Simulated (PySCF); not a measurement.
## How methods differ on the ionisation energy of Zr

Zr [Kr] 4d2 5s2 (3F) → Zr⁺ [Kr] 4d2 5s1 (4F), as a difference of total energies. All numbers are calculated (PySCF 2.14, the spin-free X2C one-electron Hamiltonian (Gaussian nucleus), in ANO-RCC-VTZP (7s6p4d2f1g, 68 functions)). Correlated levels: valence: [Kr] frozen. The calculations carry no spin-orbit coupling.

```
           method  ionisation energy (eV)
              UHF                   5.183
    MP2 (valence)                   6.053
SCS-MP2 (valence)                   6.235
   CCSD (valence)                   6.315
CCSD(T) (valence)                   6.388
```

Problem. How much does correlation contribute at CCSD(T) (valence)?

Solution. 6.388 − (5.183) = 1.205 eV, measured against UHF.

Errors of the correlated levels include the incompleteness of this basis and the frozen core.

For comparison: 6.639 eV (measured; NIST levels, between the centres of gravity of the two terms).
